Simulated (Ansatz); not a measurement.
A nudged elastic band was laid between two geometries of ClFGe2H4O + ClH (11 atoms, charge 0, multiplicity 1).

Level of theory: Ansatz, RHF/def2-SVP.

* movable images: 5
* climbing image: yes
* spring: 5.0 eV/Å²
* optimiser: quadratic models (default)
* start path: through a guess of the saddle point
* force threshold: 0.05 eV/Å
* iteration limit: 60
* end points: relaxed

First end point:

```xyz
11
Properties=species:S:1:pos:R:3
Ge -0.218 0.088 -0.409
F 0.638 0.020 1.103
Cl 1.263 0.874 -1.764
O -1.460 1.281 -0.178
H -1.204 2.166 0.041
Ge -1.111 -2.092 -1.054
H -2.089 -2.552 0.023
H -1.823 -1.881 -2.390
H 0.065 -3.050 -1.210
Cl 0.675 -2.924 2.452
H 0.888 -1.678 2.272
```

Last end point:

```xyz
11
Properties=species:S:1:pos:R:3
Ge -0.134 -0.806 -0.288
F 0.787 1.301 2.392
Cl 1.541 -0.023 -1.405
O -1.087 0.512 0.314
H -0.668 1.108 0.924
Ge -1.465 -2.394 -1.579
H -2.579 -2.919 -0.674
H -2.037 -1.659 -2.790
H -0.536 -3.526 -2.015
Cl 0.772 -1.783 1.456
H 1.030 0.442 2.548
```

(1) Which bonds break or form, and what moves?

(2) What energy profile does the band end with?

(3) What is the geometry of the highest image?

## Answers

(1) Bonds broken: Ge1–F2, Cl10–H11. Bonds formed: Ge1–Cl10, F2–H11. ClFGe2H4O + ClH becomes Cl2Ge2H4O + FH.

(2) The forces met the threshold. The highest image is number 3 of 0 to 6, 1.65 eV above the first end and 1.74 eV above the last; the last end lies 0.09 eV below the first. Neighbouring images differ by up to 1.4 eV, so the band resolves the path poorly. A vibrational analysis at the climbing image gives one clearly imaginary mode, 190i cm⁻¹: a first-order saddle point. The orbitals stay closed-shell, which can raise the energy where a bond breaks towards radicals; this wasn't checked here.

```csv
image,path coordinate (Å),energy (eV),Ge1–F2 (Å),Cl10–H11 (Å),Ge1–Cl10 (Å)
0,0.00,0.00,1.74,1.28,4.25
1,1.18,0.01,1.74,1.28,4.05
2,2.37,0.20,1.75,1.28,3.49
3,3.55,1.65,2.10,1.82,2.74
4,5.13,0.45,3.15,2.11,2.25
5,6.70,-0.03,3.68,2.39,2.20
6,8.28,-0.09,3.53,2.49,2.20
```

(3) 
```xyz
11
Properties=species:S:1:pos:R:3:forces:R:3
Ge 0.060 -0.236 -0.281 -0.02 -0.02 -0.01
F 0.030 0.049 1.797 0.03 0.04 0.01
Cl 1.946 0.350 -1.057 0.00 0.00 0.00
O -0.807 1.280 -0.351 0.01 -0.01 0.00
H -1.575 1.400 0.187 0.00 0.00 0.01
Ge -1.256 -2.155 -1.050 0.00 0.00 0.00
H -2.030 -2.653 0.164 0.00 0.00 0.00
H -2.221 -1.626 -2.118 0.00 0.00 0.00
H -0.287 -3.174 -1.624 0.00 0.00 0.00
Cl 1.240 -2.221 1.202 0.01 0.01 -0.01
H 0.522 -0.761 2.015 -0.03 -0.03 0.01
```

Run time: 5.1 min on 4 threads of Intel(R) Xeon(R) Platinum 8488C (Sapphire Rapids), on a shared host, peak memory 0.57 GiB.
